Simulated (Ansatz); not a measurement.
Species: CaCl2, charge 0, singlet. CaCl2 (SMILES [Ca]([Cl])[Cl]).
B3LYP-D3(BJ)/def2-TZVP minimum from Ansatz (a first-principles code):
```xyz
3

Ca     0.0000     0.0000     0.0000
Cl     0.0000     0.0000     2.4696
Cl     0.0000     0.0000    -2.4696
```

Total energies in hartree (Ansatz). UHF or UKS for unpaired electrons; spin-orbit terms are left out. Cores are frozen in correlated methods (noble-gas shells, and filled d and f shells in the p block). No relativity. For partners of very few electrons the exact lower level stands in for a higher one. The restricted determinant of Ca ([Ca], singlet) is unstable towards broken spin symmetry in at least one set run.

| species | HF/def2-TZVPP | CCSD(T)/def2-TZVPP | HF/def2-QZVPP | CCSD(T)/def2-QZVPP | CCSDT(Q)/def2-TZVPP |
|---|---|---|---|---|---|
| 1: CaCl2 (SMILES [Cl][Ca][Cl]) | -1595.97378 | -1596.42596 | -1596.01669 | -1596.51687 | -1596.42747 |
| 2: Ca (singlet) | -676.74580 | -676.77415 | -676.75791 | -676.78670 | -676.77415 |
| 3: Cl (doublet) | -459.47685 | -459.66464 | -459.48954 | -459.69535 | -459.66548 |

### Question
Work out the atomisation energy (electronic, to ground-state atoms) in kcal/mol: take Hartree-Fock from def2-QZVPP, extrapolate the CCSD(T) correlation energy as X^-3 (X = 3, 4), and add CCSDT(Q) - CCSD(T) in def2-TZVPP. 1 hartree = 627.51 kcal/mol.

### Answer

Species 1: correlation (64·(-0.50018) - 27·(-0.45218))/37 = -0.53521; step -0.00151; E1 = -1596.01669 + (-0.53521) + (-0.00151) = -1596.55341
Species 2: correlation (64·(-0.02879) - 27·(-0.02835))/37 = -0.02911; step +0.00000; E2 = -676.75791 + (-0.02911) + (+0.00000) = -676.78702
Species 3: correlation (64·(-0.20581) - 27·(-0.18779))/37 = -0.21896; step -0.00084; E3 = -459.48954 + (-0.21896) + (-0.00084) = -459.70934
-1·E1 +1·E2 +2·E3 = 0.34771 hartree = 218.2 kcal/mol.
